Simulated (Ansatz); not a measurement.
Start from `[CH3][Y]([F])[Cl]` and change one atom or group to get `[F][Y]([Cl])[Cl]`.

Ansatz, PBE0-D4/def2-TZVP geometries, multiplicity 1. 

Elements past krypton have def2 core potentials.

| property | `[CH3][Y]([F])[Cl]` |
| --- | --- |
| HOMO energy (PBE/def2-TZVPP) / eV | -5.90 |
| zero-point energy (PBE0-D4/def2-TZVP) / kJ/mol | 93.6 |
| size of the dipole moment (B3LYP/def2-TZVPP) / D | 2.47 |
| ideal-gas entropy at 298 K and 1 bar (rigid rotor, harmonic PBE0-D4/def2-TZVP) / J/(mol·K) | 387 |
| HOMO–LUMO gap (B3LYP/def2-TZVPP) / eV | 4.24 |
| HOMO energy (B3LYP/def2-TZVPP) / eV | -6.93 |

Question: Give the same properties after the change, and the shifts. (Estimate.)

Answer: Computed: 
```json
{"property": "HOMO energy (PBE/def2-TZVPP) / eV", "`[F][Y]([Cl])[Cl]`": "-7.67", "shift": "-1.77"}
{"property": "zero-point energy (PBE0-D4/def2-TZVP) / kJ/mol", "`[F][Y]([Cl])[Cl]`": "9.4", "shift": "-84.2"}
{"property": "size of the dipole moment (B3LYP/def2-TZVPP) / D", "`[F][Y]([Cl])[Cl]`": "0.51", "shift": "-1.96"}
{"property": "ideal-gas entropy at 298 K and 1 bar (rigid rotor, harmonic PBE0-D4/def2-TZVP) / J/(mol·K)", "`[F][Y]([Cl])[Cl]`": "350", "shift": "-37"}
{"property": "HOMO–LUMO gap (B3LYP/def2-TZVPP) / eV", "`[F][Y]([Cl])[Cl]`": "5.69", "shift": "1.45"}
{"property": "HOMO energy (B3LYP/def2-TZVPP) / eV", "`[F][Y]([Cl])[Cl]`": "-8.78", "shift": "-1.85"}
```

With PBE0 the HOMO falls by 1.91 eV and the LUMO falls by 0.41 eV, so the gap widens by about 1.50 eV. PBE moves the HOMO by -1.77 eV and ωB97M-V by -1.91 eV. The zero-point energy changes by -84.2 kJ/mol with -9 modes. Dipoles are sizes alone; their direction can turn. Modes under 60 cm⁻¹, often nearly free rotors, make the harmonic entropy too high.

B3LYP here is the variant with VWN-RPA as its local correlation; programs differ in this.
